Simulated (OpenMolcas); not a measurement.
**W4+ in Cs2GeF6**

W4+ with its 6 nearest fluoride ions at 1.912 Å, on the Ge site of Cs2GeF6 (a = 9.021 Å, distance in the model lattice 1.804 Å). The rest of the host is ab initio model potentials to 7.6 Å and point charges beyond; the distance is set by hand and nothing relaxes. Ligand basis ANO-RCC-VDZP.

| Item | Value |
| --- | --- |
| Program | OpenMolcas 26.06 |
| Method | SS-CASPT2, IPEA 0.25 Eh, imaginary shift 0.1 Eh (the lowest 17 gerade and 15 ungerade orbitals frozen, chosen by energy and not by shell, so the metal 5p can be frozen and 4f correlated) |
| Basis | ANO-RCC-VDZP [7s6p4d2f1g] |
| Scalar Hamiltonian | DKH2, point nucleus |
| Active space | 2 electrons in 5 orbitals (5d) |
| State averaging | 2S+1 = 3 even, 10 roots; 2S+1 = 1 even, 15 roots |
| Spin-orbit coupling | RASSI with atomic mean-field integrals over the reference wave functions |

The lowest spin-free states (labels of O, the rotations of Oh), above the lowest:

| State | Degeneracy | E (cm-1) |
| --- | --- | --- |
| 3T1 | 3 | 0 |
| 1T2 | 3 | 8120 |
| 1E | 2 | 8140 |
| 1A1 | 1 | 19290 |
| 3T2 | 3 | 40050 |
| 3T1 | 3 | 46980 |
| 1T2 | 3 | 48360 |
| 1T1 | 3 | 50610 |
| 3A2 | 1 | 81630 |
| 1E | 2 | 89280 |
| 1A1 | 1 | 98550 |

The lowest levels with spin-orbit coupling:

```json
{"E (cm-1)": "0", "Degeneracy": "2", "2S+1": "3"}
{"E (cm-1)": "220", "Degeneracy": "3", "2S+1": "3"}
{"E (cm-1)": "4090", "Degeneracy": "3", "2S+1": "3"}
{"E (cm-1)": "4980", "Degeneracy": "1", "2S+1": "3"}
{"E (cm-1)": "10800", "Degeneracy": "3", "2S+1": "1"}
{"E (cm-1)": "11050", "Degeneracy": "2", "2S+1": "1"}
{"E (cm-1)": "22420", "Degeneracy": "1", "2S+1": "1"}
{"E (cm-1)": "41410", "Degeneracy": "1", "2S+1": "3"}
{"E (cm-1)": "42070", "Degeneracy": "3", "2S+1": "3"}
{"E (cm-1)": "43220", "Degeneracy": "3", "2S+1": "3"}
{"E (cm-1)": "43320", "Degeneracy": "2", "2S+1": "3"}
{"E (cm-1)": "48000", "Degeneracy": "1", "2S+1": "3"}
{"E (cm-1)": "48790", "Degeneracy": "3", "2S+1": "3"}
{"E (cm-1)": "49030", "Degeneracy": "3", "2S+1": "3 (52 %)"}
{"E (cm-1)": "51330", "Degeneracy": "2", "2S+1": "3"}
{"E (cm-1)": "53140", "Degeneracy": "3", "2S+1": "1 (51 %)"}
{"E (cm-1)": "54030", "Degeneracy": "3", "2S+1": "1"}
{"E (cm-1)": "85100", "Degeneracy": "3", "2S+1": "3"}
{"E (cm-1)": "92620", "Degeneracy": "2", "2S+1": "1"}
{"E (cm-1)": "101930", "Degeneracy": "1", "2S+1": "1"}
```

Powder χT (cm3 K/mol): 0.00143 at 2 K, 0.00715 at 10 K, 0.0358 at 50 K, 0.0709 at 100 K, 0.12 at 200 K, 0.151 at 300 K. The effective moment at 300 K is 2.828 √(χT) = 1.10 μB.

The lowest level has 2S+1 = 3, for which the spin-only value is χT = S(S+1) / 2 = 1.000 cm3 K/mol (g = 2). The computed 0.151 at 300 K differs by -0.849, through orbital momentum, spin-orbit coupling and any other state in reach. With a threefold ground state the orbital momentum is unquenched, so the spin-only value is not expected to hold.

Roots that are degenerate in the reference are averaged as groups; the widest CASPT2 spread within a group is 400 cm-1 (the 3-fold group of multiplicity 1 near 50600 cm-1 above the lowest state of its run). Shifts and gaps below about the spread of the groups concerned are not significant. Over all roots computed the reference weight is 0.72 to 0.73; a low but even weight reflects the number of correlated electrons. An orbital triplet at a regular site is open to Jahn-Teller coupling, which can distort the site and quench the lowest spin-orbit gaps and is left out. The least metal-like active orbital is 74 % on the metal (Löwdin) and no ligand orbital is active, so the numbers are rough. Ligand-to-metal charge-transfer states are missing. With no ligand orbital active B as a rule stays too high, so bands that hang on it stand too high and its fall with covalency is understated. With one d shell and no ligand orbital active, 10Dq can be off by a tenth or more. No measured value stands beside these numbers; the geometry was set by hand and not optimised.

The CASPT2 steps took 97 s on 1 thread of Arm Neoverse V1, on a shared host; the integral step is not counted.
